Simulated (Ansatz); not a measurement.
Cartesian coordinates in Å:
```
N -1.221 0.310 0.064
C -0.036 -0.488 -0.237
Zn 1.542 0.283 0.580
F 2.968 0.985 1.326
H -1.185 1.210 -0.394
H -2.060 -0.153 -0.267
H -0.149 -1.470 0.235
H 0.141 -0.676 -1.305
```

The species carries charge 0 and has multiplicity 1.

(1) List the r2SCAN/def2-TZVPP orbital energies in eV (Ansatz 0.2.0). (Estimate.)

## Answers

(1) The calculation gave: Occupied: -9435.21, -1144.58, -1007.19, -1007.19, -1007.09, -664.22, -385.15, -273.91, -130.54, -86.35, -86.34, -86.17, -28.54, -23.21, -17.03, -12.97, -12.52, -12.46, -12.19, -12.18, -12.13, -11.34, -10.15, -9.17, -8.28, -8.27, -7.70, -5.80. Lowest empty: -1.01, -0.56, -0.22, 1.28, 2.46, 2.69, 3.09, 3.86.
